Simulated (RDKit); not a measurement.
A run for RDKit: UFF on CH7ClSi (a complex), monomers drawn apart or pushed together.

```python
from rdkit import Chem
from rdkit.Chem import AllChem, rdDetermineBonds

blocks = [
'''5

C     0.00177899   -0.09046503    0.20816642
H     0.38483717   -0.03687533   -0.80989607
H    -0.33411219   -1.10567794    0.41539288
H     0.79038180    0.18139651    0.90802214
H    -0.83479929    0.59879233    0.31607937
''',
'''5

Si   -0.85692007    0.11165181    5.41661273
Cl    1.16041589    0.54572922    5.54040930
H    -1.51712871    1.17054646    4.63029999
H    -1.40395364    0.07032497    6.78696336
H    -1.01554650   -1.19879126    4.75880921
''',
]
mol = None
for b in blocks:
    f = Chem.MolFromXYZBlock(b)
    rdDetermineBonds.DetermineBonds(f, charge=0)
    mol = f if mol is None else Chem.CombineMols(mol, f)
Chem.SanitizeMol(mol)
print(Chem.MolToSmiles(Chem.RemoveHs(mol)))
ff = AllChem.UFFGetMoleculeForceField(mol, vdwThresh=100.0, ignoreInterfragInteractions=False)
e = ff.CalcEnergy()
print(f'UFF energy {e:.6f} kcal/mol')
```

Output:

```
C.[SiH3]Cl
UFF energy 0.413218 kcal/mol
```

The run finished.

Cost: about 0.010 core-seconds (a rough figure).
